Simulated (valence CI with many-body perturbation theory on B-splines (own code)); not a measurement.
# Forbidden lines of Ag³²⁺

Computed by configuration interaction combined with many-body perturbation theory (CI+MBPT): five valence electrons over a frozen Dirac-Fock core [Ne], a basis of 11 s, 11 p, 10 d, 8 f, 5 g, 2 h functions for each j, with the one-electron correlation potential Σ1, the two-electron term Σ2, the three-electron term Σ3, Breit, model QED; selected CI, second order for the rest, scaled by the run's own slope (own B-spline code, finite nucleus).

The last digits are not significant, and no measured levels were compared; by estimate large intervals hold to a few tenths of a per cent, small ones and those within an open d or f shell to about a per cent. Among the levels kept, up to 4200 cm⁻¹ of a level comes from second order outside the variational space, and about a tenth of that is noise between levels of different J, which matters for small intervals.

Lines 1 to 16 of 16 in falling wavelength, among levels below 3203.5 × 10³ cm⁻¹, chosen from the decays that carry over 1 % of a level's rate. Wavelengths and rates use the calculated energies. Electric multipoles are in the length gauge, E1 and E2 with the static RPA response of the core. S is in atomic units (e²a₀⁴ for E2 and M2, e²a₀⁶ for E3), for M1 in squared Bohr magnetons. Weak lines are less certain than strong ones. Lines between different terms over intervals too small for the method are left out, as are lines whose strength nearly cancels.

Levels are named by their leading jj configuration (3d3/2^4 stands for four electrons in 3d with j = 3/2), which in mixed levels can hold well under half, so a name can repeat and another be missing. Letters in brackets count levels of one name in rising energy.

```tsv
λ vac (Å)	Upper	Lower	Type	A (s⁻¹)	S (a.u.)
1900	(3s^2 3p1/2 3p3/2 3d5/2) J=9/2	(3s^2 3p1/2 3p3/2 3d5/2) J=7/2 [a]	M1	5.14e+02	1.31e+00
1210	(3s^2 3p1/2 3p3/2 3d5/2) J=9/2	(3s^2 3p1/2 3p3/2 3d3/2) J=7/2	M1	8.16e+03	5.36e+00
462.5	(3s^2 3p3/2^2 3d5/2) J=9/2	(3s^2 3p1/2 3p3/2 3d5/2) J=7/2 [b]	M1	1.03e+05	3.78e+00
368.9	(3s^2 3p1/2 3p3/2 3d5/2) J=9/2	(3s^2 3p1/2^2 3d5/2) J=5/2	E2	2.02e+02	1.23e-02
356.5	(3s^2 3p1/2 3p3/2^2) J=3/2	(3s^2 3p1/2^2 3p3/2) J=3/2	M1	4.74e+05	3.18e+00
351.0	(3s^2 3p3/2^3) J=3/2	(3s^2 3p1/2 3p3/2^2) J=1/2	M1	1.19e+05	7.64e-01
316.9	(3s^2 3p3/2^2 3d5/2) J=9/2	(3s^2 3p1/2 3p3/2 3d5/2) J=9/2	M1	2.57e+05	3.04e+00
299.0	(3s^2 3p1/2 3p3/2^2) J=5/2	(3s^2 3p1/2^2 3p3/2) J=3/2	M1	8.95e+04	5.33e-01
299.0	(3s^2 3p1/2 3p3/2^2) J=5/2	(3s^2 3p1/2^2 3p3/2) J=3/2	E2	1.34e+03	1.71e-02
284.1	(3s^2 3p3/2^3) J=3/2	(3s^2 3p1/2 3p3/2^2) J=5/2	M1	2.03e+05	6.92e-01
271.6	(3s^2 3p3/2^2 3d5/2) J=9/2	(3s^2 3p1/2 3p3/2 3d5/2) J=7/2 [a]	M1	2.05e+05	1.53e+00
251.1	(3s^2 3p3/2^2 3d5/2) J=9/2	(3s^2 3p1/2 3p3/2 3d3/2) J=7/2	M1	5.88e+04	3.45e-01
249.1	(3s^2 3p1/2 3p3/2^2) J=1/2	(3s^2 3p1/2^2 3p3/2) J=3/2	M1	4.67e+05	5.35e-01
246.4	(3s^2 3p3/2^3) J=3/2	(3s^2 3p1/2 3p3/2^2) J=3/2	M1	9.37e+05	2.08e+00
211.5	(3s^2 3p1/2 3p3/2 3d5/2) J=9/2	(3s 3p1/2^2 3p3/2^2) J=5/2	E2	4.27e+02	1.61e-03
91.77	(3s^2 3p1/2 3p3/2 3d5/2) J=9/2	(3s^2 3p1/2 3p3/2^2) J=5/2	M2	9.98e+02	5.80e-05
```
